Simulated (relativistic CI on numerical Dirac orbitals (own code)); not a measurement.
## Ti3+ in a cubic cluster: L2,3 absorption with charge transfer

Computed with a charge-transfer multiplet model of a cubic metal-ligand cluster with up to one ligand hole, Slater and spin-orbit integrals from Dirac-Coulomb-Breit ions, Slater integrals scaled by 0.7. The ground state mixes d1 with configurations of k ligand holes L, whose averages lie at kΔ + k(k − 1)U_dd/2; a core hole lowers each added d electron by U_cd. 300 K, Lorentzian 0.4 eV and Gaussian 0.3 eV FWHM.

Atomic integrals in eV (Slater integrals scaled, ζ unscaled), ground: F2dd 5.756, F4dd 3.579, zeta_d 0.017; with the core hole: F2dd 7.186, F4dd 4.510, zeta_d 0.027, zeta_core 3.743, F2cd 3.935, G1cd 2.866, G3cd 1.625. Where a configuration has fewer than two d electrons, the dd integrals are those of d2.

Cluster parameters (eV): Δ = 4.9, U_cd = 6.6, 10Dq = 1.45, 10Dq(ligand) = 0.9, V(eg) = 1.65, V(t2g) = -0.72, final-state hopping factor = 0.9.

```tsv
Case	n_d	d1	d2L	S
U_dd = 3.4 eV	1.22	0.78	0.22	0.50
U_dd = 4.1 eV	1.22	0.78	0.22	0.50
U_dd = 4.8 eV	1.22	0.78	0.22	0.50
U_dd = 5.5 eV	1.22	0.78	0.22	0.50
U_dd = 6.9 eV	1.22	0.78	0.22	0.50
```

Weights, n_d and S are thermal averages at 300 K. Photon energies count from the first peak over 30 % of the highest in each spectrum, which can be another peak from case to case. The parameters are a model scan and need not match a compound or its usual spin state. Peaks in eV (height, largest 100):
- U_dd = 3.4 eV: -1.8 (20), 0.0 (38), 1.4 (100), 3.9 (42), 5.8 (70), 6.9 (82)
- U_dd = 4.1 eV: -1.8 (20), 0.0 (39), 1.4 (100), 3.9 (41), 5.7 (71), 6.9 (84)
- U_dd = 4.8 eV: -1.8 (20), 0.0 (38), 1.4 (100), 3.6 (41), 5.7 (69), 6.9 (80)
- U_dd = 5.5 eV: -1.8 (19), 0.0 (38), 1.5 (100), 3.7 (41), 5.7 (67), 6.8 (79)
- U_dd = 6.9 eV: -1.8 (19), 0.0 (38), 1.5 (100), 3.6 (43), 5.6 (64), 6.7 (84)

For the case U_dd = 5.5 eV, Δ = 4.9 eV is smaller than U_dd = 5.5 eV, the charge-transfer side of the Zaanen-Sawatzky-Allen scheme. With the core hole the configuration with one ligand hole lies at Δ + U_dd − U_cd = 1.7, 2.4, 3.1, 3.8, 5.2 eV from the one without, in the order of the table; where this is negative the screened configuration lies lower, though the effective hopping of about 3.2 eV (from the holes of the mixed ground state) mixes the two strongly wherever it is as large as the gap.

With at most 1 ligand hole the space is cut while the next configuration still counts, so covalency is underestimated, and a final configuration with one more ligand hole, which can lie low, is missing from the spectra.
